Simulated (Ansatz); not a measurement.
```xyz
9

O     0.690   -0.255    1.552
Mo    0.026    0.293   -0.063
O    -1.159   -1.114   -0.203
F     0.983    1.849   -0.265
F     1.477   -0.620   -0.768
F    -1.231    1.343    0.758
F    -0.481    0.601   -1.822
H     1.430   -0.830    1.770
H    -1.734   -1.268   -0.960
```

Charge 0, multiplicity 1. Mo takes the def2 core potential.

Q: List the CAM-B3LYP/def2-TZVPP orbital energies in eV (the Gaussian-basis code of Ansatz). (Best estimate.)

A: Computed: Occupied: -674.29, -673.94, -673.86, -673.81, -524.64, -524.39, -78.67, -51.29, -51.25, -51.19, -34.82, -34.26, -34.15, -33.84, -30.74, -30.53, -18.52, -18.05, -16.77, -16.37, -16.29, -16.01, -14.97, -14.88, -14.27, -14.17, -14.05, -13.57, -13.45, -13.31, -13.09, -12.55, -12.37, -12.20. Lowest empty: -3.48, -3.29, -3.19, 0.56, 0.77, 1.26, 1.52, 1.84.
